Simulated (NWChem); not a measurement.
A series in which one site is exchanged, each optimised at PBE0/def2-SVP with NWChem, gas phase unless a solvent is named. This build's default masses of Se (78.918 u) and Br (79.917 u) are each other's, which moves their modes by up to 0.6 %. For some, no frequency run checked for a minimum. def2 effective core potentials on I; no spin-orbit coupling.

A: ClB(Cl)Br (BBrCl$_{2}$; site = Br)
B: FB(Cl)Cl (BCl$_{2}$F; site = F)
C: ClB(Cl)I (BICl₂; site = I)
D: ClBCl (BHCl₂; site = H)

### Question
Rank them by lowest singlet excitation, PBE/def2-SVPD, TDA (eV), lowest first.

### Answer
C (3.85), A (4.60), D (5.26), B (5.95)
